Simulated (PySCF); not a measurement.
# How methods differ on the excitation energy of Cr

Cr [Ar] 3d5 4s1 (7S) → Cr [Ar] 3d4 4s1 4p1 (high-spin determinant), as a difference of total energies. Computed with PySCF 2.14 in def2-QZVPPD, with no relativity, point nucleus. Correlated levels: valence: [Ar] frozen. The calculations carry no spin-orbit coupling.

| method | excitation energy (eV) |
| --- | --- |
| UHF | 1.998 |
| MP2 (valence) | 2.969 |
| SCS-MP2 (valence) | 2.322 |
| CCSD (valence) | 2.824 |
| CCSD(T) (valence) | 2.872 |

**Question.** How much does correlation contribute at CCSD(T) (valence)?

**Answer.** 2.872 − (1.998) = 0.874 eV, measured against UHF.

The coupled-cluster amplitudes are large for the upper state (T1 above 0.03 or a double amplitude above 0.15), so a single reference is strained.

The determinant of the upper state mixes LS terms, which raises its energy above the lowest term, most at the Hartree-Fock and MP2 levels.
